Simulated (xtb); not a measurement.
Cl$_{2}$Lu, quartet, at a GFN2-xTB geometry of the parent state (such geometries of metal compounds can be far from the true shape) (the multiplicity is a formal guess); xtb 6.7.1 with GFN2-xTB.

Here is a job for xtb.
```
$ xtb mol.xyz --gfn 2 --chrg 0 --uhf 3 --json

# file mol.xyz
3

Lu     0.32942058    -0.02906296     0.40439223
Cl     0.64957434     0.39541055    -1.90993205
Cl    -2.02538970    -0.27402997     0.22099979
```

Question: What does xtb print? Leave out banner, timings and long lists.

Answer: 
```
   ID    Z sym.   atoms
    1   71 Lu     1
    2   17 Cl     2, 3

           -------------------------------------------------
          |                Calculation Setup                |
           -------------------------------------------------

           -------------------------------------------------
          |                 G F N 2 - x T B                 |
           -------------------------------------------------

          ...................................................
          :                      SETUP                      :
          :.................................................:
          :  # basis functions                  30          :
          :  # atomic orbitals                  27          :
          :  # shells                            9          :
          :  # electrons                        17          :
          :  max. iterations                   250          :
          :  Hamiltonian                  GFN2-xTB          :
          :  restarted?                      false          :
          :  GBSA solvation                  false          :
          :  PC potential                    false          :
          :  electronic temp.          300.0000000     K    :
          :  accuracy                    1.0000000          :
          :  -> integral cutoff          0.2500000E+02      :
          :  -> integral neglect         0.1000000E-07      :
          :  -> SCF convergence          0.1000000E-05 Eh   :
          :  -> wf. convergence          0.1000000E-03 e    :
          :  Broyden damping             0.4000000          :
          :  net charge                          0          :
          :  unpaired electrons                  3          :
          ...................................................

 iter      E             dE          RMSdq      gap      omega  full diag
   1      5.2834722  0.528347E+01  0.596E+01    0.10       0.0  T
   2     -7.4069994 -0.126905E+02  0.310E+01    0.00       1.0  T
   3     -8.3887749 -0.981775E+00  0.253E+01    0.08       1.0  T
   4     -9.7581761 -0.136940E+01  0.171E+01    0.01       1.0  T
   5     -9.7661626 -0.798652E-02  0.167E+01    0.01       1.0  T
   6     -9.8172798 -0.511171E-01  0.138E+01    0.00       1.0  T
   7     -9.8582619 -0.409821E-01  0.107E+01    0.02       1.0  T
   8     -9.9133532 -0.550913E-01  0.816E+00    0.01       1.0  T
   9     -9.9647612 -0.514080E-01  0.677E+00    0.01       1.0  T
[...]
         :: total energy             -10.024592960023 Eh    ::
[...]
        18                         -0.0156757              -0.4266
        19                         -0.0154794              -0.4212
        20                         -0.0149332              -0.4064
        21                         -0.0138634              -0.3772
       ...                                ...                  ...
        27                          0.5083579              13.8331
      -------------------------------------------------------------
                  HL-Gap            0.0000053 Eh            0.0001 eV
             Fermi-level           -0.4013541 Eh          -10.9214 eV

     #   Z          covCN         q      C6AA      α(0)
     1  71 Lu       1.454    -0.089   255.754    34.147
     2  17 Cl       0.727     0.045    97.599    15.111
     3  17 Cl       0.727     0.045    97.599    15.111

 Mol. C6AA /au·bohr⁶  :       1252.020332
 Mol. C8AA /au·bohr⁸  :     116502.865493
 Mol. α(0) /au        :         64.368712

Wiberg/Mayer (AO) data.
largest (>0.10) Wiberg bond orders for each atom

 ---------------------------------------------------------------------------
     #   Z sym  total        # sym  WBO       # sym  WBO       # sym  WBO
 ---------------------------------------------------------------------------
     1  71 Lu   1.845 --     2 Cl   0.923     3 Cl   0.923
     2  17 Cl   1.186 --     1 Lu   0.923     3 Cl   0.264
     3  17 Cl   1.186 --     1 Lu   0.923     2 Cl   0.264
 ---------------------------------------------------------------------------

Topologies differ in total number of bonds
Writing topology from bond orders to xtbtopo.mol

molecular dipole:
                 x           y           z       tot (Debye)
 q only:       -0.172       0.015      -0.211
   full:        0.631      -0.056       0.774       2.542
molecular quadrupole (traceless):
                xx          xy          yy          xz          yz          zz
 q only:        0.400       0.199      -0.576      -0.468      -0.190       0.176
  q+dip:       -0.294      -0.355      -0.316       2.097       0.100       0.610
   full:       -1.008      -0.644       0.946       2.376       0.451       0.062

           -------------------------------------------------
          | TOTAL ENERGY              -10.024592960023 Eh   |
          | GRADIENT NORM               0.013920526145 Eh/α |
          | HOMO-LUMO GAP               0.000143496518 eV   |
           -------------------------------------------------

normal termination of xtb
```
